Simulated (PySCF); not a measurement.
Geometry:
```csv
atom,x (Å),y (Å),z (Å)
C1,2.108,0.356,0.063
O2,1.263,-0.759,0.024
C3,-0.058,-0.516,0.062
C4,-0.746,0.741,0.135
C5,-2.073,0.423,0.148
O6,-2.247,-0.904,0.086
C7,-1.026,-1.485,0.033
H8,3.138,-0.021,0.030
H9,1.947,1.024,-0.802
H10,1.974,0.941,0.991
H11,-0.321,1.740,0.174
H12,-2.975,1.029,0.196
H13,-0.984,-2.568,-0.019
```

All values are calculated (PySCF): shielding tensors at PBE0/pcSseg-1 (GIAO), J: B3LYP/pcJ-1 (without the spin–dipole term), geometry from PBE0-D3(BJ)/def2-SVP. Non-relativistic Hamiltonian, rapidly exchanging positions averaged, gas phase, single conformer.

Question: List the cross peaks expected in HSQC, COSY and HMBC spectra.

Answer: 

HSQC (one-bond C–H):
```csv
δH,δC,"$^{1}J$(C,H) (Hz)"
7.27 (H13),128.9 (C7),217
7.16 (H12),144.5 (C5),213
6.24 (H11),102.9 (C4),183
3.66 (H8/H9/H10),56.2 (C1),148
```

COSY cross peaks (|J| ≥ 2 Hz):
```csv
δH,δH,abs. J (Hz),bonds
7.16 (H12),6.24 (H11),2.4,3
```

HMBC (two and three bonds, |J| ≥ 2.5 Hz):
```csv
δH,δC [abs. J in Hz]
7.27 (H13),"155.1 (C3) [10.3], 144.5 (C5) [8.2], 102.9 (C4) [5.1]"
7.16 (H12),"155.1 (C3) [7.1], 128.9 (C7) [5.8], 102.9 (C4) [14.1]"
6.24 (H11),"144.5 (C5) [9.1], 128.9 (C7) [5.4]"
3.66 (H8/H9/H10),155.1 (C3) [5.4]
```

Chemical shifts δ = σref − σ; TMS for $^{1}$H, $^{13}$C, all at this level.

Short H···H contacts in this conformer between protons four or more bonds apart (candidates for NOE cross peaks, intensity ∝ r⁻⁶): H10···H11 2.56 Å.

Unscaled 3J(H,H) at this level run about 9 % above measured values. Shifts are as computed. Against solution values, carbons near 30 ppm lie about +2 ppm off and those near 130 ppm about +4 ppm. Of 246 compounds with measured shifts, 49 miss one by over three times the rms of a fit or turn the order of signals round; such compounds aren't used in these exercises.
